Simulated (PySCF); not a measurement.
**The first ionisation energy along the 3d series**

All values are computed (PySCF 2.14, energy differences of UHF-based or UKS calculations, no spin-orbit coupling). Values in eV. The last column holds reference values (NIST; (s) semi-empirical, (t) theoretical, else measured). Unmarked ones compare directly (S terms, centres of terms, or small fine structure); those marked * lie between the lowest fine-structure levels and include a spin-orbit shift.

```json
{"element": "Sc (aug-cc-pVTZ, non-relativistic)", "configurations": "[Ar] 3d1 4s2 → [Ar] 3d1 4s1", "UHF": "5.362", "MP2 (valence)": "6.074", "SCS-MP2 (valence)": "6.222", "CCSD (valence)": "6.324", "CCSD(T) (valence)": "6.354", "LDA": "6.658", "reference": "6.562"}
{"element": "Ti (aug-cc-pVTZ, non-relativistic)", "configurations": "[Ar] 3d2 4s2 → [Ar] 3d2 4s1", "UHF": "5.525", "MP2 (valence)": "6.338", "SCS-MP2 (valence)": "6.512", "CCSD (valence)": "6.580", "CCSD(T) (valence)": "6.629", "LDA": "6.879", "reference": "6.828"}
{"element": "V (aug-cc-pVTZ, non-relativistic)", "configurations": "[Ar] 3d3 4s2 → [Ar] 3d4", "UHF": "5.910", "MP2 (valence)": "6.319", "SCS-MP2 (valence)": "6.835", "CCSD (valence)": "6.532", "CCSD(T) (valence)": "6.583", "LDA": "6.195", "reference": "6.732"}
{"element": "Cr (aug-cc-pVTZ, non-relativistic)", "configurations": "[Ar] 3d5 4s1 → [Ar] 3d5", "UHF": "5.903", "MP2 (valence)": "6.396", "SCS-MP2 (valence)": "6.068", "CCSD (valence)": "6.429", "CCSD(T) (valence)": "6.470", "LDA": "7.472", "reference": "6.767"}
{"element": "Mn (aug-cc-pVTZ, non-relativistic)", "configurations": "[Ar] 3d5 4s2 → [Ar] 3d5 4s1", "UHF": "5.973", "MP2 (valence)": "6.976", "SCS-MP2 (valence)": "7.198", "CCSD (valence)": "7.184", "CCSD(T) (valence)": "7.267", "LDA": "7.495", "reference": "7.434"}
{"element": "Fe (aug-cc-pVTZ, non-relativistic)", "configurations": "[Ar] 3d6 4s2 → [Ar] 3d6 4s1", "UHF": "6.363", "MP2 (valence)": "7.446", "SCS-MP2 (valence)": "7.632", "CCSD (valence)": "7.621", "CCSD(T) (valence)": "7.722", "LDA": "8.034", "reference": "7.904"}
{"element": "Co (aug-cc-pVTZ, non-relativistic)", "configurations": "[Ar] 3d7 4s2 → [Ar] 3d8", "UHF": "7.849", "MP2 (valence)": "6.948", "SCS-MP2 (valence)": "6.977", "CCSD (valence)": "7.602", "CCSD(T) (valence)": "7.592", "LDA": "7.380", "reference": "7.869"}
{"element": "Ni (aug-cc-pVTZ, non-relativistic)", "configurations": "[Ar] 3d8 4s2 → [Ar] 3d9", "UHF": "7.717", "MP2 (valence)": "6.438", "SCS-MP2 (valence)": "6.644", "CCSD (valence)": "7.298", "CCSD(T) (valence)": "7.267", "LDA": "7.023", "reference": "7.640 *"}
{"element": "Cu (aug-cc-pVTZ-PP with ECP10MDF, ECP)", "configurations": "[Ar] 3d10 4s1 → [Ar] 3d10", "UHF": "6.585", "MP2 (valence)": "7.642", "SCS-MP2 (valence)": "7.475", "CCSD (valence)": "7.494", "CCSD(T) (valence)": "7.653", "LDA": "8.632", "reference": "7.726"}
{"element": "Zn (aug-cc-pVTZ-PP with ECP10MDF, ECP)", "configurations": "[Ar] 3d10 4s2 → [Ar] 3d10 4s1", "UHF": "7.796", "MP2 (valence)": "9.181", "SCS-MP2 (valence)": "9.194", "CCSD (valence)": "9.197", "CCSD(T) (valence)": "9.334", "LDA": "9.913", "reference": "9.394"}
```

```json
{"method": "UHF", "elements": "9", "mean error (eV)": "-1.106", "mean absolute error (eV)": "1.106", "largest error (eV)": "-1.598"}
{"method": "MP2 (valence)", "elements": "9", "mean error (eV)": "-0.433", "mean absolute error (eV)": "0.433", "largest error (eV)": "-0.921"}
{"method": "SCS-MP2 (valence)", "elements": "9", "mean error (eV)": "-0.345", "mean absolute error (eV)": "0.368", "largest error (eV)": "-0.893"}
{"method": "CCSD (valence)", "elements": "9", "mean error (eV)": "-0.250", "mean absolute error (eV)": "0.250", "largest error (eV)": "-0.338"}
{"method": "CCSD(T) (valence)", "elements": "9", "mean error (eV)": "-0.179", "mean absolute error (eV)": "0.179", "largest error (eV)": "-0.296"}
{"method": "LDA", "elements": "9", "mean error (eV)": "0.160", "mean absolute error (eV)": "0.388", "largest error (eV)": "0.906"}
```

Errors include the incompleteness of the basis and the frozen core.

"Valence" correlates the outer s and p shells and, in groups 3 to 12 and the f block, the outer d or f shell, open or full, or the next shell where the ion has no valence electron left; the wider scheme adds the next inner shell.
